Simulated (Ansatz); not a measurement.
Geometry optimisation, RKS PBE-D4/def2-SVP in Ansatz 0.2.0.

Input:

```yaml
crystal:
  periodic: [false, false, false]
  atoms:
    - { symbol: Cl, position_ang: [-0.9717, -1.5595, -0.8159] }
    - { symbol: C, position_ang: [0.1711, -0.4826, -0.0149] }
    - { symbol: Cl, position_ang: [1.3158, -1.2015, 1.0947] }
    - { symbol: B, position_ang: [-0.096, 1.0497, 0.1617] }
    - { symbol: O, position_ang: [0.7468, 0.4217, -0.877] }
    - { symbol: H, position_ang: [1.07076, 0.95952, -1.64244] }
basis:
  gaussian: { orbitals: def2-SVP }
hamiltonian:
  xc: pbe
  dispersion: d4
relax:
  f_tol: 0.02
  max_steps: 50
```

Command:

```bash
$ ansatz run input.yaml --threads 2 --pin off --max-ram 3072MiB --backend cpu --events-out ev --progress --plain --runs-dir out
```

Question: Where does it end, and by what steps?

Answer: The forces met the threshold. After 29 steps the energy has fallen by 4.062 eV; Cl1 moved furthest, 1.78 Å. Parted: Cl1–C2, B4–O5. Joined: Cl1–B4.

```json
{"step": "0", "energy less start (eV)": "0.0000", "largest force component (eV/Å)": "2.872", "accepted": "yes"}
{"step": "2", "energy less start (eV)": "-0.5441", "largest force component (eV/Å)": "0.821", "accepted": "yes"}
{"step": "4", "energy less start (eV)": "-0.6933", "largest force component (eV/Å)": "1.203", "accepted": "yes"}
{"step": "6", "energy less start (eV)": "-0.8488", "largest force component (eV/Å)": "1.905", "accepted": "yes"}
{"step": "8", "energy less start (eV)": "-1.0652", "largest force component (eV/Å)": "1.476", "accepted": "yes"}
{"step": "10", "energy less start (eV)": "-1.2179", "largest force component (eV/Å)": "1.269", "accepted": "yes"}
{"step": "12", "energy less start (eV)": "-1.3734", "largest force component (eV/Å)": "0.508", "accepted": "yes"}
{"step": "14", "energy less start (eV)": "-1.4778", "largest force component (eV/Å)": "0.540", "accepted": "yes"}
{"step": "16", "energy less start (eV)": "-2.0425", "largest force component (eV/Å)": "1.495", "accepted": "yes"}
{"step": "18", "energy less start (eV)": "-3.0294", "largest force component (eV/Å)": "2.117", "accepted": "yes"}
{"step": "20", "energy less start (eV)": "-3.6366", "largest force component (eV/Å)": "1.154", "accepted": "yes"}
{"step": "22", "energy less start (eV)": "-3.9773", "largest force component (eV/Å)": "1.041", "accepted": "yes"}
{"step": "24", "energy less start (eV)": "-4.0449", "largest force component (eV/Å)": "0.530", "accepted": "yes"}
{"step": "26", "energy less start (eV)": "-4.0599", "largest force component (eV/Å)": "0.101", "accepted": "yes"}
{"step": "28", "energy less start (eV)": "-4.0617", "largest force component (eV/Å)": "0.030", "accepted": "yes"}
{"step": "29", "energy less start (eV)": "-4.0620", "largest force component (eV/Å)": "0.018", "accepted": "yes"}
```

```xyz
6
Properties=species:S:1:pos:R:3
Cl -2.361 -0.818 0.014
C 0.626 -0.023 -0.260
Cl 1.585 -0.846 1.028
B -0.731 -0.403 -0.178
O 1.264 0.879 -1.040
H 1.854 0.399 -1.658
```

Whether the end is a true minimum wasn't checked by a vibrational analysis.

Run time: 41 s on 2 threads of Arm Neoverse V2 (shared host), peak memory 0.14 GiB.
